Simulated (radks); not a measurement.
Q: Numerical settings for the germanium ion Ge+, [Ar] 3d10 4s2 4p1. All-electron calculation, Dirac Kohn-Sham, PBE, spin-unpolarised, spherical densities, point nucleus; open shells are shared between the two j in proportion to 2j + 1. Program: a radial shooting solver on a logarithmic mesh with Libxc functionals. The defaults (mesh step 0.008 in ln r, mesh end at 40 bohr or more with all orbitals vanishing there, Anderson mixing 0.5 over 9 steps, residual threshold near 1e-9 with the energy settled to 1e-9 hartree or 1e-11 of itself, here a cap of 63 iterations) give E = -2098.6589 hartree and 4p3/2 at -11.162 eV in 14 iterations. Run on one thread of a shared host, so times are rough (Arm Neoverse V2): 0.1 s of CPU time, 0.1 s wall, 14 iterations on 2546 mesh points. One setting is changed at a time: mesh step in ln r 0.02; mesh step in ln r 0.005; mesh step in ln r 0.003; mesh end (bohr) 1; mesh end (bohr) 8; residual threshold 1e-13; residual threshold 1e-05; mixing 2.5; linear mixing, mixing 0.2; linear mixing, mixing 0.5; mixing history 20; iteration cap 8. Which runs fail to converge, and which converge to a wrong energy?

A: Not converged within the cap: linear mixing, mixing 0.2; iteration cap 8. Settled on a wrong energy, with an occupied level pushed above zero by the early mesh end: mesh end (bohr) 1 (+106 hartree). Apart from these: no run marked as converged misses the energy by more than 1 mhartree.
